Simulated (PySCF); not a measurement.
# SbOBr: bending curve

Level of theory: PySCF, PBE0, basis Sb def2-TZVP with ECP28, O def2-TZVP, Br def2-TZVP (scalar-relativistic core potentials, no spin–orbit coupling, density fitting).

Rigid scan from the singlet minimum (Sb–Br 2.518 Å, Sb–O 1.792 Å; Br–Sb–O 105.0°). Coordinate: the O–Sb–Br angle, bonds fixed. Energies in kJ/mol from the minimum.

Question: Predict the curve at 80, 90, 100, 110, 120, 130, 140, 150, 160, 170, 180.

Answer: 
```csv
bond angle (°),E (kJ/mol),dipole size (D)
80,56.9,4.65
90,17.9,4.25
100,1.8,3.85
110,1.7,3.44
120,14.2,3.02
130,36.7,2.57
140,67.1,2.10
150,102.7,1.60
160,139.3,1.09
170,169.3,0.61
180,181.7,0.37
```

With the bonds held, the linear shape lies 181.7 kJ/mol from the minimum.

The scan took 68 s on 2 threads of a shared AMD EPYC (Zen 3) host; the process peaked at 1.1 GiB. Launch command: `OMP_NUM_THREADS=2 python axn.py task.json out`.
